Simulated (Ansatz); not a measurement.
Ansatz results at the PBE0-D4/def2-TZVP geometry: HOMO energy (PBE0/def2-TZVPP) -8.94 eV; LUMO energy (PBE0/def2-TZVPP) -4.99 eV; HOMO–LUMO gap (B3LYP/def2-TZVPP) 3.53 eV.

Problem. Which molecule gave them?
A. `C[O][Mo]([OH])([F])([F])([F])[Cl]`
B. `[OH][Mo]([F])(=[S])=[S]`
C. `[CH3][Mo](=[NH])(=[NH])[F]`
D. `[F][Mo](=[S])([Cl])([Cl])[Cl]`

Solution. D. The others give `[OH][Mo]([F])(=[S])=[S]`: -7.59, -3.38, 3.82; `C[O][Mo]([OH])([F])([F])([F])[Cl]`: -9.11, -4.33, 4.31; `[CH3][Mo](=[NH])(=[NH])[F]`: -8.07, -1.91, 5.69.

B3LYP here is the variant with VWN-RPA as its local correlation; programs differ in this.
